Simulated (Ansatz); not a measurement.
`[BH2][Al]1[SiH2][S]1` and `[NH2][Al]1[SiH2][S]1` differ in one atom or group.

Ansatz, PBE0-D4/def2-TZVP geometries, multiplicity 1. Each molecule was computed in one conformer, which needn't be the lowest.

```json
{"property": "LUMO energy (PBE/def2-TZVPP) / eV", "`[BH2][Al]1[SiH2][S]1`": "-3.87"}
{"property": "HOMO energy (PBE0/def2-TZVPP) / eV", "`[BH2][Al]1[SiH2][S]1`": "-6.48"}
{"property": "HOMO energy (PBE/def2-TZVPP) / eV", "`[BH2][Al]1[SiH2][S]1`": "-5.64"}
{"property": "size of the dipole moment (ωB97M-V/def2-TZVPP) / D", "`[BH2][Al]1[SiH2][S]1`": "2.50"}
{"property": "HOMO–LUMO gap (B3LYP/def2-TZVPP) / eV", "`[BH2][Al]1[SiH2][S]1`": "3.13"}
{"property": "LUMO energy (PBE0/def2-TZVPP) / eV", "`[BH2][Al]1[SiH2][S]1`": "-3.00"}
```

Question: What does the change do to each property? (An estimate is asked.)

Answer: Computed: 
| property | `[NH2][Al]1[SiH2][S]1` | shift |
| --- | --- | --- |
| LUMO energy (PBE/def2-TZVPP) / eV | -1.85 | 2.02 |
| HOMO energy (PBE0/def2-TZVPP) / eV | -6.48 | 0.00 |
| HOMO energy (PBE/def2-TZVPP) / eV | -5.49 | 0.15 |
| size of the dipole moment (ωB97M-V/def2-TZVPP) / D | 3.28 | 0.78 |
| HOMO–LUMO gap (B3LYP/def2-TZVPP) / eV | 4.99 | 1.86 |
| LUMO energy (PBE0/def2-TZVPP) / eV | -1.06 | 1.94 |

Dipoles are sizes alone; their direction can turn.

B3LYP here is the variant with VWN-RPA as its local correlation; programs differ in this.
